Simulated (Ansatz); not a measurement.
Four-centre ligand exchange

Start structure (Si₃N₂H₁₀F, doublet), relaxed at PBE0-D4/def2-TZVP:

Si1  (0.208, -0.165, 1.343)
N2  (1.603, -0.445, 0.293)
Si3  (1.484, -1.514, -1.099)
N4  (-0.834, 0.915, 0.520)
Si5  (-2.565, 0.953, 0.507)
H6  (-0.571, -1.420, 1.584)
H7  (1.760, 1.106, -0.374)
F8  (1.687, 2.002, -0.708)
H9  (2.465, -0.559, 0.816)
H10  (2.627, -1.255, -2.011)
H11  (1.506, -2.944, -0.692)
H12  (0.198, -1.204, -1.763)
H13  (-0.353, 1.683, 0.059)
H14  (-3.033, -0.223, 1.282)
H15  (-3.093, 2.197, 1.126)
H16  (-3.088, 0.874, -0.883)
(Å)

The step: Si₃N₂H₉ ([SiH3][NH][SiH][NH][SiH3]) + HF → Si₂NH₅F ([F][SiH][NH][SiH3]) + SiNH₅ ([NH2][SiH3]); bonds formed: Si1–F8, N2–H7; bonds broken: Si1–N2, H7–F8. Computed with Ansatz 0.2.0 (basis: def2-TZVPP and def2-QZVPP); correlated methods freeze the cores; orbitals are unrestricted. Extrapolation: Hartree–Fock as exp(−7.88 √X), correlation as X^−2.97. Energies below are by CCSD(T) at an estimated basis limit (MP2 extrapolated from triple and quadruple zeta, plus CCSD(T) − MP2 in triple zeta).

(1) What are the electronic barrier and the energy of the step, from the start structure to the end structure? (To be estimated.)

The T1 diagnostic stays at or below 0.014. ⟨S²⟩ of the unrestricted Hartree–Fock references: 0.75 (a pure state has 0.75).

Answers

(1) The calculation gives: Barrier 0.846 eV; step energy -0.527 eV (downhill); reverse barrier, their difference, 1.373 eV. Barrier and step energy count from the start structure, the reverse barrier from the end structure.

The saddle point: One imaginary mode of 750i cm⁻¹.
```json
{"pair": "Si1–F8", "start (Å)": "3.33", "saddle (Å)": "2.15", "end (Å)": "1.62"}
{"pair": "N2–H7", "start (Å)": "1.70", "saddle (Å)": "1.22", "end (Å)": "1.01"}
{"pair": "Si1–N2", "start (Å)": "1.77", "saddle (Å)": "1.86", "end (Å)": "3.47"}
{"pair": "H7–F8", "start (Å)": "0.96", "saddle (Å)": "1.20", "end (Å)": "2.28"}
```

Zero-point energy (harmonic, PBE0-D4): ZPE is 2.843 eV at the start and 2.764 eV at the saddle, so the barrier goes from 0.846 to 0.768 eV.

Steps of this kind, hydrogen fluoride cutting a network bond, underlie vapour etching and the fluorination step of atomic layer etching. Here a small cluster stands in for the surface site.

Labels in which every atom is bracketed show which atoms are joined, not bond orders.

For scale, one of the runs: CCSD(T)/def2-TZVPP, 359 basis functions, launched by `ansatz run in.yaml --threads 2 --pin off --events-out ev --progress --plain --max-ram 20480MiB --backend cuda --devices 0, --max-vram 18GiB`. The run took 78 s on 2 CPU threads of an AMD EPYC 7R13 and a share of one NVIDIA H100 (shared host), with 1.6 GiB of host memory at its peak.
